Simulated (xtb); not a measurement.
C₄H₅ (SMILES C1[C@]2C[C@H]12), doublet, geometry from GFN2-xTB; GFN2-xTB (xtb 6.7.1).

The xtb input:
```
$ xtb mol.xyz --gfn 2 --uhf 1 --hess --json

# file mol.xyz
9

C      0.03643608     1.13523166     0.30091216
C      0.06332066    -1.14075396     0.27440395
C      0.78434756     0.01305905    -0.32576129
C     -0.65722656    -0.00261496    -0.44203833
H     -0.05911017     1.19718400     1.38170604
H      0.07077611     2.09485536    -0.19578110
H     -0.03043843    -1.23009773     1.35343571
H      0.12017894    -2.08747192    -0.24449230
H     -1.46267287    -0.00400040    -1.13996730
```

The log (banner, timings and long lists left out):

```
   ID    Z sym.   atoms
    1    6 C      1-4
    2    1 H      5-9

           -------------------------------------------------
          |                Calculation Setup                |
           -------------------------------------------------

           -------------------------------------------------
          |                 G F N 2 - x T B                 |
           -------------------------------------------------

          ...................................................
          :                      SETUP                      :
          :.................................................:
          :  # basis functions                  21          :
          :  # atomic orbitals                  21          :
          :  # shells                           13          :
          :  # electrons                        21          :
          :  max. iterations                   250          :
          :  Hamiltonian                  GFN2-xTB          :
          :  restarted?                      false          :
          :  GBSA solvation                  false          :
          :  PC potential                    false          :
          :  electronic temp.          300.0000000     K    :
          :  accuracy                    1.0000000          :
          :  -> integral cutoff          0.2500000E+02      :
          :  -> integral neglect         0.1000000E-07      :
          :  -> SCF convergence          0.1000000E-05 Eh   :
          :  -> wf. convergence          0.1000000E-03 e    :
          :  Broyden damping             0.4000000          :
          :  net charge                          0          :
          :  unpaired electrons                  1          :
          ...................................................

 iter      E             dE          RMSdq      gap      omega  full diag
   1    -11.0889315 -0.110889E+02  0.276E+00    6.15       0.0  T
   2    -11.0985856 -0.965415E-02  0.167E+00    6.09       1.0  T
   3    -11.0951881  0.339754E-02  0.966E-01    6.36       1.0  T
   4    -11.0999801 -0.479204E-02  0.423E-01    6.20       1.0  T
   5    -11.1008339 -0.853744E-03  0.717E-02    6.26       1.0  T
   6    -11.1008518 -0.178635E-04  0.405E-02    6.26       1.0  T
   7    -11.1008530 -0.122468E-05  0.420E-03    6.26       7.9  T
   8    -11.1008530 -0.294148E-07  0.188E-03    6.26      17.7  T
   9    -11.1008530 -0.254401E-08  0.321E-04    6.26     103.7  T
  10    -11.1008530  0.188365E-09  0.149E-04    6.26     223.1  T

   *** convergence criteria satisfied after 10 iterations ***

         :::::::::::::::::::::::::::::::::::::::::::::::::::::
         ::                     SUMMARY                     ::
         :::::::::::::::::::::::::::::::::::::::::::::::::::::
         :: total energy             -10.923720917960 Eh    ::
         :: gradient norm              0.000064612417 Eh/a0 ::
         :: HOMO-LUMO gap              6.259315190501 eV    ::
         ::.................................................::
         :: SCC energy               -11.100852405484 Eh    ::
         :: -> isotropic ES            0.000571620521 Eh    ::
         :: -> anisotropic ES          0.001950021261 Eh    ::
         :: -> anisotropic XC          0.006809056821 Eh    ::
         :: -> dispersion             -0.003682299169 Eh    ::
         :: repulsion energy           0.177131487523 Eh    ::
         :: add. restraining           0.000000000000 Eh    ::
         :: total charge              -0.000000000000 e     ::
         :::::::::::::::::::::::::::::::::::::::::::::::::::::

           -------------------------------------------------
          |                Numerical Hessian                |
           -------------------------------------------------
step length          :   0.00500
SCC accuracy         :   0.30000
Hessian scale factor :   1.00000
frozen atoms in %    :   0.00000    0
RMS gradient         :   0.00006
estimated CPU  time      0.00 min

writing file <hessian>.

 projected vibrational frequencies (cm⁻¹)
eigval :       -0.00    -0.00     0.00     0.00     0.00     0.00
eigval :      431.14   725.18   755.17   760.33   927.71   929.95
eigval :      991.60  1008.78  1040.26  1054.16  1065.31  1079.99
eigval :     1261.64  1394.07  1456.05  1519.39  2986.89  2991.00
eigval :     3077.52  3079.20  3195.86
           -------------------------------------------------
          |                Property Printout                |
           -------------------------------------------------

    * Orbital Energies and Occupations

         #    Occupation            Energy/Eh            Energy/eV
      -------------------------------------------------------------
         1        2.0000           -0.6646066             -18.0849
         2        2.0000           -0.5989985             -16.2996
         3        2.0000           -0.5669184             -15.4266
         4        2.0000           -0.5498401             -14.9619
         5        2.0000           -0.5180543             -14.0970
         6        2.0000           -0.4967577             -13.5175
         7        2.0000           -0.4658147             -12.6755
         8        2.0000           -0.4533568             -12.3365
         9        2.0000           -0.4349743             -11.8363
        10        2.0000           -0.3891818             -10.5902
        11        1.0000           -0.3421344              -9.3099 (HOMO)
        12                         -0.1121076              -3.0506 (LUMO)
        13                          0.0114313               0.3111
        14                          0.0713364               1.9412
        15                          0.1235929               3.3631
        16                          0.1418060               3.8587
        17                          0.2223742               6.0511
        18                          0.2283157               6.2128
[...]
     4   6 C    3.904 --     3 C    1.086     9 H    0.966     2 C    0.914
                             1 C    0.914
     5   1 H    0.999 --     1 C    0.971
     6   1 H    0.999 --     1 C    0.980
     7   1 H    0.999 --     2 C    0.971
     8   1 H    0.999 --     2 C    0.980
     9   1 H    0.998 --     4 C    0.966
 ---------------------------------------------------------------------------

Topologies differ in total number of bonds
Writing topology from bond orders to xtbtopo.mol

molecular dipole:
                 x           y           z       tot (Debye)
 q only:       -0.203      -0.003       0.027
   full:       -0.475      -0.006       0.052       1.214
molecular quadrupole (traceless):
                xx          xy          yy          xz          yz          zz
 q only:       -0.641      -0.021       0.750       0.412       0.015      -0.109
  q+dip:       -1.750      -0.042       0.838       0.991       0.011       0.912
   full:       -1.741      -0.043       1.035       0.838       0.014       0.706

           -------------------------------------------------
          |               Frequency Printout                |
           -------------------------------------------------
 projected vibrational frequencies (cm⁻¹)
eigval :       -0.00    -0.00     0.00     0.00     0.00     0.00
eigval :      431.14   725.18   755.17   760.33   927.71   929.95
Molecule has the following symmetry elements: (sigma)
It seems to be the Cs point group
eigval :      991.60  1008.78  1040.26  1054.16  1065.31  1079.99
eigval :     1261.64  1394.07  1456.05  1519.39  2986.89  2991.00
eigval :     3077.52  3079.20  3195.86
 reduced masses (amu)
   1: 10.65   2:  9.81   3: 10.41   4:  9.99   5:  9.88   6:  8.82   7:  7.14   8:  2.88
   9:  6.53  10:  7.39  11:  2.26  12: 10.15  13:  4.61  14:  3.72  15:  3.41  16:  4.69
  17:  5.59  18:  5.85  19: 10.46  20:  6.12  21:  2.77  22:  7.15  23:  1.77  24:  1.72
  25:  1.77  26:  1.78  27:  1.93
 IR intensities (km·mol⁻¹)
   1:  0.07   2:  0.61   3:  0.54   4:  0.14   5:  0.08   6:  2.03   7:  1.19   8: 35.14
   9: 12.37  10:  6.27  11:  0.72  12: 13.72  13:  0.44  14:  7.84  15:  0.00  16:  1.79
  17:  9.52  18:  2.46  19:  1.97  20:  1.57  21:  2.14  22:  1.35  23: 11.74  24: 91.71
  25: 55.61  26:  9.50  27: 15.66
 Raman intensities (Ä⁴*amu⁻¹)
   1:  0.00   2:  0.00   3:  0.00   4:  0.00   5:  0.00   6:  0.00   7:  0.00   8:  0.00
   9:  0.00  10:  0.00  11:  0.00  12:  0.00  13:  0.00  14:  0.00  15:  0.00  16:  0.00
  17:  0.00  18:  0.00  19:  0.00  20:  0.00  21:  0.00  22:  0.00  23:  0.00  24:  0.00
  25:  0.00  26:  0.00  27:  0.00
 output can be read by thermo (or use thermo option).
 writing <g98.out> molden fake output.
 recommended (thermochemical) frequency scaling factor: 1.0
           -------------------------------------------------
          |             Thermodynamic Functions             |
           -------------------------------------------------

cs  symmetry found (for desy threshold:  0.10E+00) used in thermo

          ...................................................
          :                      SETUP                      :
          :.................................................:
          :  # frequencies                          21      :
          :  # imaginary freq.                       0      :
          :  linear?                             false      :
          :  only rotor calc.                    false      :
          :  symmetry                               cs      :
          :  rotational number                       1      :
          :  scaling factor                  1.0000000      :
          :  rotor cutoff                   50.0000000 cm⁻¹ :
          :  imag. cutoff                  -20.0000000 cm⁻¹ :
          :.................................................:

    mode    ω/cm⁻¹     T·S(HO)/kcal·mol⁻¹    T·S(FR)/kcal·mol⁻¹   T·S(vib)
   ------------------------------------------------------------------------
   ------------------------------------------------------------------------

   temp. (K)  partition function   enthalpy   heat capacity  entropy
                                   cal/mol     cal/K/mol   cal/K/mol   J/K/mol
 298.15  VIB   1.33                  555.213      7.007      2.428
         ROT  0.215E+05              888.752      2.981     22.802
         INT  0.285E+05             1443.965      9.988     25.230
         TR   0.374E+27             1481.254      4.968     37.813
         TOT                        2925.2189    14.9563    63.0427   263.7708

       T/K    H(0)-H(T)+PV         H(T)/Eh          T*S/Eh         G(T)/Eh
   ------------------------------------------------------------------------
    298.15    0.466163E-02    0.769507E-01    0.299536E-01    0.469970E-01
   ------------------------------------------------------------------------

         :::::::::::::::::::::::::::::::::::::::::::::::::::::
         ::                  THERMODYNAMIC                  ::
         :::::::::::::::::::::::::::::::::::::::::::::::::::::
         :: total free energy         -10.876723876989 Eh   ::
         ::.................................................::
         :: total energy              -10.923720918199 Eh   ::
         :: zero point energy           0.072289047563 Eh   ::
         :: G(RRHO) w/o ZPVE           -0.025292006353 Eh   ::
         :: G(RRHO) contrib.            0.046997041210 Eh   ::
         :::::::::::::::::::::::::::::::::::::::::::::::::::::

           -------------------------------------------------
          | TOTAL ENERGY              -10.923720918199 Eh   |
          | TOTAL ENTHALPY            -10.846770237594 Eh   |
          | TOTAL FREE ENERGY         -10.876723876989 Eh   |
          | GRADIENT NORM               0.000064166265 Eh/α |
          | HOMO-LUMO GAP               6.259345329080 eV   |
           -------------------------------------------------

normal termination of xtb
```
